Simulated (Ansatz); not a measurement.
F₂GeH₂OS, SMILES `[OH][Ge]([F])([F])[SH]`, relaxed with RKS PBE0-D4/def2-TZVP in Ansatz from a PBE-D4/def2-SVP geometry. The force threshold is 0.005 eV/Å; the program also tests the step.

Total charge 0; spin multiplicity 1.

Start:

```xyz
7

O    -0.928    0.879    0.691
Ge    0.063   -0.046   -0.450
F    -0.784   -0.372   -1.938
F     1.366    0.997   -0.967
S     0.692   -1.929    0.492
H    -0.920    1.827    0.454
H     0.511   -1.357    1.718
```

Question: How much energy does the relaxation release, and in how many steps? (An estimate is asked.)

Answer: Computed: 0.05 eV, in 13 steps.

Question: Which bonds change most? (Best estimate.)

Answer: Ansatz gave: Ge2–S5 from 2.197 to 2.169 Å; Ge2–F3 from 1.743 to 1.716 Å; O1–Ge2 from 1.771 to 1.744 Å; Ge2–F4 from 1.747 to 1.722 Å.

Question: Give the relaxed structure. (An estimate is asked.)

Answer: Computed: 
```xyz
7

O    -0.970    0.908    0.637
Ge    0.034   -0.043   -0.428
F    -0.751   -0.365   -1.919
F     1.363    0.951   -0.884
S     0.588   -1.935    0.476
H    -0.942    1.847    0.428
H     0.677   -1.362    1.690
```
